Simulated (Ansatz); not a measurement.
`CC1=C(F)NC1` + `[NH2][SnH2][OH]` → `C[O][SnH2][NH2]` + `FC1=CCN1`  (substitution at a C–C bond)

Isolated molecules relaxed with PBE0-D4/def2-TZVP in Ansatz; ΔE leaves out vibrations. CBS: MP2 limit from def2 TZ/QZ plus the TZ coupled-cluster correction, frozen cores. Functionals use def2-TZVPP. B3LYP here is the variant with VWN-RPA as its local correlation; programs differ in this. def2 core potentials past Kr. For Sn outer-core shells are correlated without core-valence functions, which leaves a few kJ/mol of doubt a bond. Each species was taken in one conformer, which may not be the lowest.

```csv
level,ΔE (kJ/mol),difference from CCSD(T)/CBS
PBE-D4,66.9,-0.2
PBE0-D4,68.8,1.7
B3LYP-D4,62.6,-4.5
B2PLYP,65.2,-1.9
r2SCAN,66.2,-0.9
B3LYP,63.0,-4.1
HF/def2-TZVPP,59.7,-7.4
MP2/def2-TZVPP,71.9,4.8
CCSD(T)/def2-TZVPP,66.0,-1.1
SCS-MP2/def2-QZVPP,68.2,1.1
CCSD(T)/CBS,67.1,0
```

Largest T1 diagnostic among the species: 0.013.

In def2-TZVPP, CCSD(T) changes the Hartree–Fock value by +6.3 kJ/mol (the triples alone add +0.1 kJ/mol) and MP2 by +12.2 kJ/mol.
